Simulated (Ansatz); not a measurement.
Input for Ansatz (a first-principles code): R-wB97X-V/def2-TZVPPD on CH2OSe (a complex), monomers drawn apart or pushed together. Files ending in .json are basis or fitting sets from the Basis Set Exchange.

Ansatz 0.2 input:
```yaml
crystal:
  periodic: [false, false, false]
  atoms:
    - {symbol: C, position_ang: [0.63947630, 0.12382111, 0.21118088]}
    - {symbol: O, position_ang: [-0.32863329, 0.25683449, -0.34630877]}
    - {symbol: Se, position_ang: [-0.19572981, -0.73059036, 6.77947496]}
    - {symbol: H, position_ang: [0.82114094, 0.29828375, 6.51774043]}
    - {symbol: H, position_ang: [0.68150143, -1.77688370, 6.23461718]}
basis:
  gaussian:
    orbitals: def2-TZVPPD.json
hamiltonian:
  xc: {name: wB97X-V}
scf: {lower_state_search: off}
```

Program output:

```
WARN ansatz: RAYON_NUM_THREADS=1 ignored (pool sized by the plan → 1); use --threads N
Functional definition: wB97X-V
these checks for a lower state are left out or cut short: stability, starts, cluster_reference, orbital_swaps, neighbouring_geometries, increment
integrals: 0.09 GiB planned
913 factors; their error is unknown
integrals: 0.12 GiB planned
233 factors; integrals over basis functions are off by at most 8.5e-5 eV
mean field: 0.76 GiB planned
mean field evaluation 1: about -68457.8263 eV, gradient 3.3e1 eV
mean field evaluation 2: about -68456.6046 eV, gradient 4.5e1 eV
mean field evaluation 4: about -68459.6736 eV, gradient 7.1e-1 eV
mean field evaluation 8: about -68459.8752 eV, gradient 2.6e-1 eV
mean field evaluation 16: about -68459.8753 eV, gradient 2.8e-6 eV
mean field -68459.87528287 eV, -2515.8540128754 hartree, gradient 2.8e-6 eV, S^2 0.000000; 0 other end points of the search recorded, 0 dependent functions left out
reference -68459.87527977 eV, -2515.8540127613 hartree; 25, 25 occupied and 143, 143 virtual orbitals, 913 factors
Total energy: -68459.87527977 eV, -2515.8540127613 hartree
Checks for a lower state left out: stability, starts, cluster_reference, orbital_swaps, neighbouring_geometries, increment
```

The run converged.

Cost: about 4 core-seconds (a rough figure).
